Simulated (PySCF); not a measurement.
C₃H₅Cl₂In, singlet, at a GFN2-xTB geometry (such geometries of metal compounds can be far from the true shape) (core potentials on In).

Input for PySCF:
```python
from pyscf import gto, scf, dft

mol = gto.Mole()
mol.atom = '''
    In   -0.03617720   -0.12362599    0.30267040
    C    -0.15300475   -1.28364765   -1.69103793
    C    -0.43928405   -0.36185205   -2.78450576
    C     0.49094045    0.13874511   -3.59320248
    H    -0.94015370   -2.01157548   -1.50281636
    H     0.82406447   -1.75974516   -1.75400336
    H    -1.47831518   -0.08570095   -2.92378660
    H     1.53366376   -0.11760206   -3.47947250
    H     0.24091225    0.80181589   -4.40291423
    Cl   -0.76941092    2.06718974    0.54797058
    Cl    0.89885806   -0.99242452    2.25465416
'''
mol.basis = 'def2-sv(p)'
mol.ecp = {'In': 'def2-sv(p)'}
mol.verbose = 4
mol.max_memory = 1800
mol.build()

mf = dft.RKS(mol)
mf.xc = 'camb3lyp'
mf = mf.density_fit(auxbasis='def2-universal-jkfit')
mf.kernel()
```

Task: What is the computed number of basis functions (DF-CAMB3LYP/def2-SV(P) in PySCF)?

Result: 114

Task: What is the computed Mulliken (on the basis functions themselves) charges in atom order (DF-CAMB3LYP/def2-SV(P))?

Result: In1 0.59, C2 -0.33, C3 -0.09, C4 -0.21, H5 0.14, H6 0.14, H7 0.09, H8 0.10, H9 0.11, Cl10 -0.26, Cl11 -0.26

Task: What HOMO energy does DF-CAMB3LYP/def2-SV(P) give?

Result: -8.23 eV

Task: What is the computed dipole moment (DF-CAMB3LYP/def2-SV(P))?

Result: 3.35 D

Task: What is the computed HOMO-LUMO gap (DF-CAMB3LYP/def2-SV(P))?

Result: 7.19 eV

Task: What total energy does DF-CAMB3LYP/def2-SV(P) give?

Result: -1227.4721 Eh
